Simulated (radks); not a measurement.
Effect of the nuclear size on the lanthanum ion La3+, [Xe]. Method: Dirac Kohn-Sham, relativistic LDA (MacDonald-Vosko exchange, VWN5 correlation), spin-unpolarised, spherical densities, finite nucleus; Fermi nuclear charge, rms radius 4.855 fm; computed with a radial shooting solver on a logarithmic mesh with Libxc functionals. The rms radius is varied about that value; shifts are against it.

rms radius (fm)  total energy shift (eV)  density at nucleus (e/bohr^3)  1s1/2 shift (meV)  2s1/2 shift (meV)  4p1/2 shift (meV)  5s1/2 shift (meV)  5p1/2 shift (meV)  5p3/2 shift (meV)  6s1/2 (empty) shift (meV)
4.3355                             -1.87                      3.553e+05               -774              -93.9              0.287             -0.748              0.072              0.088                     -0.167
4.486                              -1.35                      3.529e+05               -557              -67.6              0.206             -0.539              0.052              0.063                     -0.120
4.855                                  0                      3.474e+05              0.000              0.000              0.000              0.000              0.000              0.000                      0.000
5.0541                             0.762                      3.446e+05                315               38.2             -0.117              0.305             -0.029             -0.036                      0.068
5.4425                              2.32                      3.395e+05                959                116             -0.355              0.927             -0.089             -0.109                      0.207

Slopes of the eigenvalues against <r^2> in GHz/fm^2, as finite differences over the two radii next to the reference (eigenvalue slopes, not the field-shift constants of lines): 1s1/2 38900, 2s1/2 4720, 4p1/2 -14.4, 5s1/2 37.6, 5p1/2 -3.61, 5p3/2 -4.41, 6s1/2 (empty) 8.40.
